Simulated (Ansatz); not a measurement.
Species: sum formula SiHS2Cl2 (charge 0, doublet). It need not be the lowest isomer of its formula. 
Structure (B3LYP-D3(BJ)/def2-TZVP (Ansatz, a first-principles code) minimum search):
SMILES: S[Si]([S])(Cl)Cl
```xyz
6

S     -0.1389     0.4533     2.0498
Si    -0.0741     0.0533     0.0137
S      1.6688    -1.1897    -0.0781
Cl     0.0886     1.7309    -1.1506
Cl    -1.6151    -1.0719    -0.7259
H      2.5097    -0.1666     0.1602
```
Charge 0, spin multiplicity 2.

Total electronic energies in hartree. Valence correlation only, unless marked. UHF or UKS for open shells. No spin-orbit coupling. Non-relativistic. CBS(X,Y): correlation extrapolated as X^-3; Hartree-Fock from the larger set.

| level | program | energy (Eh) |
|---|---|---|
| HF/6-31G* | Ansatz | -2003.62299 |
| BLYP/def2-TZVPD | Ansatz | -2007.06365 |
| BHLYP-D4/def2-TZVPD | Ansatz + dftd4 | -2007.08710 |
| BHLYP/def2-TZVPD | Ansatz | -2007.07043 |
| LC-wPBE/def2-TZVPD | Ansatz | -2006.49635 |
| SCS-MP2/cc-pVTZ | Ansatz | -2004.60424 |
| CCSD/STO-3G | Ansatz | -1981.92652 |
| CCSD(T)/6-31G | Ansatz | -2003.68512 |
| CCSD(T)/CBS(cc-pV(T+d)Z,cc-pV(Q+d)Z) | Ansatz | -2004.8934 |

Totals of different functionals don't rank their quality; only differences between species are comparable.
